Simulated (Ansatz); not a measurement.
`COCC[SiH3]` + CH₃NH₂ → `CNCOC` + `C[SiH3]`  (substitution at a C–C bond)

Gas-phase electronic energies from Ansatz, PBE0-D4/def2-TZVP geometries. CCSD(T)/CBS is the MP2 limit (def2-TZVPP, def2-QZVPP) plus CCSD(T) − MP2 in def2-TZVPP, frozen cores. This one scheme is used for every species. One conformer a species, not always the lowest.

```json
{"level": "HF/def2-TZVPP", "ΔE (kJ/mol)": "-6.8"}
{"level": "SCS-MP2/def2-QZVPP", "ΔE (kJ/mol)": "-5.2"}
{"level": "HF/CBS(def2)", "ΔE (kJ/mol)": "-6.1"}
{"level": "MP2/CBS(def2)", "ΔE (kJ/mol)": "-5.1"}
```

What does CCSD(T)/CBS give? (Best estimate.)

Computed: -5.5 kJ/mol. The listed levels differ from it by -1.3, 0.3, -0.6, 0.4 kJ/mol.

What do rigid-rotor, harmonic-oscillator terms from PBE0-D4/def2-TZVP frequencies (298.15 K, 1 bar) make of the CCSD(T)/CBS value? (Estimate.)

The calculation gave: ΔZPE = -0.6 kJ/mol, ΔH = -7.2 kJ/mol, ΔS = -13 J/(mol·K), ΔG = -3.1 kJ/mol.

Largest T1 diagnostic among the species: 0.010.

Leaving LDA and LC-ωPBE aside and taking each functional with its dispersion term where it has one, the values, not all of them listed here, spread over 3.6 kJ/mol, from BLYP-D4 to PBE-QIDH. LDA lies −6.9 kJ/mol from PBE without D4. At CCSD(T), def2-SVP lies −9.9 kJ/mol from the extrapolated value and def2-TZVPP −2.6 kJ/mol.

CCSD(T)/CBS has its own doubt, a few kJ/mol and more with outer-core shells, so smaller differences from it don't rank the levels.
